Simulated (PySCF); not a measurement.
C₃H₇BO (SMILES C=CB(C)O), singlet, geometry from GFN2-xTB, with bond 10-7 at 1.8 times its length; CASCI(6,5)+NEVPT2/STO-3G (PySCF).

Here is a job for PySCF.
```python
from pyscf import gto, scf, mcscf, mrpt
import numpy

mol = gto.Mole()
mol.atom = '''
    B    -0.23676545    0.16586191    0.35644781
    C    -1.72048886    0.14922146    0.94129572
    H    -2.03806660   -0.86830578    1.16122290
    H    -2.42830576    0.53755004    0.21137134
    H    -1.83583540    0.73345215    1.85347852
    C     0.08925810   -0.62613509   -0.95843104
    C     1.28487250   -0.64835587   -1.53708201
    H    -0.71077074   -1.18968312   -1.42705915
    H     1.49052508   -1.19798651   -2.44355095
    H     2.77368452    0.33082676   -0.76991072
    O     0.76540987    0.83699188    0.94419436
    H     0.54916109    1.31571119    1.74492309
'''
mol.basis = 'sto-3g'
mol.verbose = 4
mol.build()

mf = scf.RHF(mol)
mf.kernel()
mc = mcscf.CASCI(mf, 5, 6)
mc.fix_spin_(ss=0.0)
mc.kernel()
occ = numpy.linalg.eigvalsh(mc.fcisolver.make_rdm1(mc.ci, mc.ncas, mc.nelecas))[::-1]
ss = mc.fcisolver.spin_square(mc.ci, mc.ncas, mc.nelecas)[0]
print('natural occupations', occ.round(4), ' <S^2>', round(ss, 4))
e2 = mrpt.NEVPT(mc).kernel()
print('E(NEVPT2) = %.10f' % (mc.e_tot + e2))
```

The log (banner, timings and long lists left out):

```
PySCF version 2.14.0

[INPUT] verbose = 4
[INPUT] num. atoms = 12
[INPUT] num. electrons = 38
[INPUT] charge = 0
[INPUT] spin (= nelec alpha-beta = 2S) = 0
[INPUT] symmetry False subgroup None
[INPUT] Mole.unit = angstrom
[INPUT] Symbol           X                Y                Z      unit          X                Y                Z       unit  Magmom
[INPUT]  1 B     -0.236765450000   0.165861910000   0.356447810000 AA   -0.447421856259   0.313433584397   0.673588738601 Bohr   0.0
[INPUT]  2 C     -1.720488860000   0.149221460000   0.941295720000 AA   -3.251252745765   0.281987691308   1.778791113025 Bohr   0.0
[INPUT]  3 H     -2.038066600000  -0.868305780000   1.161222900000 AA   -3.851387697623  -1.640860116577   2.194393250573 Bohr   0.0
[INPUT]  4 H     -2.428305760000   0.537550040000   0.211371340000 AA   -4.588832833104   1.015822353849   0.399433943182 Bohr   0.0
[INPUT]  5 H     -1.835835400000   0.733452150000   1.853478520000 AA   -3.469226115781   1.386023688973   3.502566780564 Bohr   0.0
[INPUT]  6 C      0.089258100000  -0.626135090000  -0.958431040000 AA    0.168673363399  -1.183223837080  -1.811172174882 Bohr   0.0
[INPUT]  7 C      1.284872500000  -0.648355870000  -1.537082010000 AA    2.428057129985  -1.225215025554  -2.904664029896 Bohr   0.0
[INPUT]  8 H     -0.710770740000  -1.189683120000  -1.427059150000 AA   -1.343162035954  -2.248175271818  -2.696750957055 Bohr   0.0
[INPUT]  9 H      1.490525080000  -1.197986510000  -2.443550950000 AA    2.816684182995  -2.263866404824  -4.617642066921 Bohr   0.0
[INPUT] 10 H      2.773684520000   0.330826760000  -0.769910720000 AA    5.241504098746   0.625171971077  -1.454920401167 Bohr   0.0
[INPUT] 11 O      0.765409870000   0.836991880000   0.944194360000 AA    1.446415027339   1.581685421685   1.784268748759 Bohr   0.0
[INPUT] 12 H      0.549161090000   1.315711190000   1.744923090000 AA    1.037764058368   2.486333808126   3.297426748530 Bohr   0.0

nuclear repulsion = 151.144751392832
number of shells = 22
number of NR pGTOs = 96
number of NR cGTOs = 32
basis = sto-3g
ecp = {}

******** <class 'pyscf.scf.hf.RHF'> ********
method = RHF
initial guess = minao
damping factor = 0
level_shift factor = 0
DIIS = <class 'pyscf.scf.diis.CDIIS'>
diis_start_cycle = 1
diis_space = 8
diis_damp = 0
SCF conv_tol = 1e-09
SCF conv_tol_grad = None
SCF max_cycles = 50
direct_scf = True
direct_scf_tol = 1e-13
Set gradient conv threshold to 3.16228e-05
Initial guess from minao.
init E= -214.960816189018
  HOMO = -0.227622790024718  LUMO = 0.0474364672995871  gap/eV = 7.48474
cycle= 1 E= -214.228785063789  delta_E= 0.732  |g|= 0.463  |ddm|=  4.1
  HOMO = -0.276531457011632  LUMO = 0.22329752201039  gap/eV = 13.60104
cycle= 2 E= -214.30541202899  delta_E= -0.0766  |g|= 0.167  |ddm|= 0.824
  HOMO = -0.282388245884867  LUMO = 0.224515953096247  gap/eV = 13.79357
cycle= 3 E= -214.314444463866  delta_E= -0.00903  |g|= 0.043  |ddm|= 0.253
  HOMO = -0.292095415419686  LUMO = 0.217402745379917  gap/eV = 13.86415
cycle= 4 E= -214.315246302497  delta_E= -0.000802  |g|= 0.0179  |ddm|= 0.0844
  HOMO = -0.289945034881287  LUMO = 0.22105647774101  gap/eV = 13.90506
cycle= 5 E= -214.315351816479  delta_E= -0.000106  |g|= 0.00256  |ddm|= 0.0234
  HOMO = -0.289455707666314  LUMO = 0.221655647885705  gap/eV = 13.90805
cycle= 6 E= -214.315358042143  delta_E= -6.23e-06  |g|= 0.00127  |ddm|= 0.0061
  HOMO = -0.289206225487044  LUMO = 0.2220748622798  gap/eV = 13.91267
cycle= 7 E= -214.315359276561  delta_E= -1.23e-06  |g|= 0.000365  |ddm|= 0.0033
  HOMO = -0.289155548688756  LUMO = 0.22216385210605  gap/eV = 13.91371
cycle= 8 E= -214.315359370728  delta_E= -9.42e-08  |g|= 8.1e-05  |ddm|= 0.000986
  HOMO = -0.289138602065547  LUMO = 0.222181652046875  gap/eV = 13.91373
cycle= 9 E= -214.315359374904  delta_E= -4.18e-09  |g|= 1.19e-05  |ddm|= 0.000218
  HOMO = -0.289135693882256  LUMO = 0.222184059484093  gap/eV = 13.91372
cycle= 10 E= -214.315359375015  delta_E= -1.11e-10  |g|= 3.46e-06  |ddm|= 2.85e-05
  HOMO = -0.289135591422018  LUMO = 0.222184238940147  gap/eV = 13.91372
Extra cycle  E= -214.315359375022  delta_E= -7.33e-12  |g|= 1.41e-06  |ddm|= 6.36e-06
converged SCF energy = -214.315359375022

******** <class 'pyscf.mcscf.casci.CASCI'> ********
CAS (3e+3e, 5o), ncore = 16, nvir = 11
natorb = False
canonicalization = True
sorting_mo_energy = False
******** <class 'pyscf.fci.addons.SpinPenaltyFCISolver'> ********
max. cycles = 200
conv_tol = 1e-08
davidson only = True
linear dependence = 1e-12
level shift = 0.001
max iter space = 12
nroots = 1
pspace_size = 400
spin = None
Density matrix diagonal elements [1.99601716 1.96215474 1.78134557 0.22263089 0.03785164]
CASCI converged
CASCI E = -214.396541436657  E(CI) = -6.37626404835976  S^2 = 0.0000000
natural occupations [1.9994 1.9625 1.7779 0.2226 0.0375]  <S^2> 0.0

******** <class 'pyscf.mrpt.nevpt2.NEVPT'> ********
NEVPT2 (3e+3e, 5o), ncore = 16, nvir = 11
root = 0
Natural occ [1.99944785 1.96247673 1.77792834 0.22261852 0.03752856]
Natural orbital (expansion on meta-Lowdin AOs) in CAS space
               #1        #2        #3        #4        #5
0 B 1s           0.00041   0.00002   0.00193  -0.00153  -0.00000
0 B 2s           0.01940  -0.00098  -0.07608   0.06625   0.00030
0 B 2px         -0.34037  -0.02087  -0.00434   0.02133   0.14231
0 B 2py          0.05982   0.07502   0.06879  -0.03672  -0.50992
0 B 2pz          0.22935  -0.05044   0.10657  -0.06314   0.34324
1 C 1s          -0.00106   0.00001  -0.00003   0.00017  -0.00001
1 C 2s           0.11896  -0.00106  -0.00395  -0.00864   0.00092
1 C 2px          0.48692   0.00449  -0.01947  -0.01951   0.00185
1 C 2py          0.01544  -0.02396  -0.00879  -0.00249  -0.00228
1 C 2pz         -0.17727   0.01782  -0.00605   0.00449   0.00116
2 H 1s          -0.09899   0.02281   0.01394  -0.00171  -0.10152
3 H 1s          -0.09885  -0.02281   0.01490  -0.00172   0.10148
4 H 1s          -0.11308   0.00109  -0.01688   0.00930  -0.00037
5 C 1s           0.00039  -0.00000   0.00103  -0.00130  -0.00000
5 C 2s          -0.10997  -0.00046  -0.04437   0.05034   0.00019
5 C 2px          0.12539  -0.17230  -0.14256   0.04713   0.09261
5 C 2py         -0.16271   0.55814  -0.10261  -0.00358  -0.30178
5 C 2pz         -0.29889  -0.37920  -0.08509  -0.02780   0.20400
6 C 1s          -0.00102  -0.00000   0.00010   0.00263  -0.00002
6 C 2s           0.01888  -0.00022   0.19278  -0.33835   0.00136
6 C 2px         -0.16343  -0.16421   0.42689  -0.45163  -0.15012
6 C 2py          0.00247   0.53168   0.30354  -0.29458   0.48115
6 C 2pz          0.07958  -0.35948   0.25406  -0.22871  -0.32517
7 H 1s           0.03094   0.00080   0.22536  -0.15312  -0.00255
8 H 1s          -0.11562  -0.00036  -0.17899   0.11224  -0.00088
9 H 1s           0.02062  -0.00018   0.68527   0.69857   0.00003
10 O 1s         -0.00070  -0.00002  -0.00000   0.00041   0.00001
10 O 2s          0.17020   0.00151  -0.01799  -0.02767  -0.00096
10 O 2px         0.48148   0.05681  -0.08606  -0.01759  -0.06217
10 O 2py         0.00653  -0.20832  -0.02308   0.00019   0.22963
10 O 2pz        -0.18526   0.13757   0.00405   0.00860  -0.15378
11 H 1s         -0.15933  -0.00157  -0.00645   0.03108   0.00078
<CAS-nat-orb|mo-hf>  17     17       0.99223490
<CAS-nat-orb|mo-hf>  18     18       0.99989607
<CAS-nat-orb|mo-hf>  19     19       0.99225346
<CAS-nat-orb|mo-hf>  20     20       0.99999576
<CAS-nat-orb|mo-hf>  21     21       0.99991552
Sr    (-1)',   E = -0.01710974212080
Si    (+1)',   E = -0.01363936630644
Sijrs (0)  ,   E = -0.11484748442071
Sijr  (+1) ,   E = -0.02138978850473
Srsi  (-1) ,   E = -0.04339836474999
Srs   (-2) ,   E = -0.00936107248721
Sij   (+2) ,   E = -0.00273738315001
Sir   (0)' ,   E = -0.02399272107206
Nevpt2 Energy = -0.246475922811952
E(NEVPT2) = -214.6430173595
```
